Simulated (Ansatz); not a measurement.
Calculated with Ansatz (gas phase, PBE0-D4/def2-TZVP geometries, no zero-point term in ΔE). CBS: MP2 limit from def2 TZ/QZ plus the TZ coupled-cluster correction, frozen cores. Functionals use def2-TZVPP. B3LYP here is the variant with VWN-RPA as its local correlation; programs differ in this. Each species was taken in one conformer, which may not be the lowest.

Reaction (isomerisation): `BC[SiH2]CF` → `B[Si](C)(C)F`

(1) Is it downhill or uphill in electronic energy at CCSD(T)/CBS, and by how much? (Estimate.)

(2) What do these levels give: PBE-D4, PBE0-D4, ωB97X-V, B3LYP, CCSD(T)/def2-TZVPP, MP2/def2-QZVPP? (Best estimate.)

Largest T1 diagnostic among the species: 0.011.

Answers

(1) The calculation gave: Downhill: ΔE = -212.7 kJ/mol.

(2) Ansatz gave: PBE-D4 -195.2, PBE0-D4 -202.1, ωB97X-V -203.0, B3LYP -202.0, CCSD(T)/def2-TZVPP -208.6, MP2/def2-QZVPP -216.6 kJ/mol.

From PBE to PBE0 (25 % exact exchange), in def2-TZVPP and without D4, ΔE moves by −6.9 kJ/mol.
